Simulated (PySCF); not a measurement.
PySCF 2.14 output of an unrestricted r2SCANh calculation on a single atom or ion in ANO-RCC-VTZP (8s7p5d3f2g1h, 104 functions), with the spin-free X2C one-electron Hamiltonian (Gaussian nucleus):

```
SCF conv_tol = 1e-09
number electrons alpha = 36  beta = 29
    M. Bursch, H. Neugebauer, S. Ehlert, and S. Grimme.,  J. Chem. Phys. 156, 134105 (2022)
cycle= 1 E= -11707.9568230232  delta_E= -0.0136  |g|= 0.398  |ddm|= 0.266
cycle= 2 E= -11707.9028866385  delta_E= 0.0539  |g|= 0.814  |ddm|= 0.262
cycle= 3 E= -11707.97434414  delta_E= -0.0715  |g|= 0.00883  |ddm|= 0.171
cycle= 4 E= -11707.9743632204  delta_E= -1.91e-05  |g|= 0.00398  |ddm|= 0.00733
cycle= 5 E= -11707.9743664313  delta_E= -3.21e-06  |g|= 0.000678  |ddm|= 0.00384
cycle= 6 E= -11707.974366637  delta_E= -2.06e-07  |g|= 7.52e-05  |ddm|= 0.00124
cycle= 7 E= -11707.9743666589  delta_E= -2.19e-08  |g|= 2.23e-05  |ddm|= 0.00063
cycle= 8 E= -11707.9743666593  delta_E= -3.78e-10  |g|= 1.27e-06  |ddm|= 8.11e-05
converged SCF energy = -11707.9743666593  <S^2> = 15.75602  2S+1 = 8.0015048
```

The run itself started from symmetry-adapted Hartree-Fock orbitals and held the occupation by maximum overlap, on a logarithmic radial grid, so the iterations belong to that start.

Q: Which element, charge and spin multiplicity is this?

A: Tb (terbium, neutral), multiplicity 8; the state was [Xe] 4f9 6s1 6p1, one real determinant (an excited configuration).

⟨L²⟩ = 26.04 against 42 for a pure I term, so this real determinant mixes terms. Spin-orbit coupling, absent here, splits the open shell strongly.
